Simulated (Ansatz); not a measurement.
The cluster Ti₃, relaxed as a singlet with RKS PBE0-D4/def2-TZVP in Ansatz, starting from the GFN1-xTB geometry. Force threshold 0.02 eV/Å.

The restricted singlet is unstable towards broken spin symmetry at other levels; at PBE0-D4/def2-TZVP this wasn't settled. The relaxation made no stability test and no search for a lower SCF solution. At PBE0-D4/def2-TZVP a triplet of charge 0 lies 1.22 eV below the restricted singlet, each at its own geometry. That triplet is doubtful there (⟨S²⟩ 4.79, where a pure state has 2.00). The structure comes from a short search, and lower isomers may exist.

Start:

```
atom   x (Å)   y (Å)   z (Å)
 Ti1   0.511  -1.418   0.360
 Ti2  -1.023   0.712   0.921
 Ti3   0.512   0.706  -1.281
```

(1) Estimate the energy that the relaxation releases and the steps that it takes.

(2) Does the start keep its bonding and symmetry?

(3) Predict the relaxed structure.

Results:

(1) 30.3 kcal/mol, in 5 steps; 19 s on 4 threads of Arm Neoverse V1 on a shared host. No frequencies were taken in this run, so the end may be a saddle point.

(2) By distances, no bond broke or formed. The bond that changes most is Ti1–Ti3, from 2.68 to 2.31 Å (atoms count from 1). Point group D3h at the start, D3h at the end, both within 0.05 Å.

(3) 
Cartesian coordinates in Å:
```
Ti 0.440 -1.222 0.310
Ti -0.881 0.614 0.793
Ti 0.441 0.608 -1.103
```
Bond lengths (bridged metal pairs left out): 3 × Ti–Ti 2.31 Å.
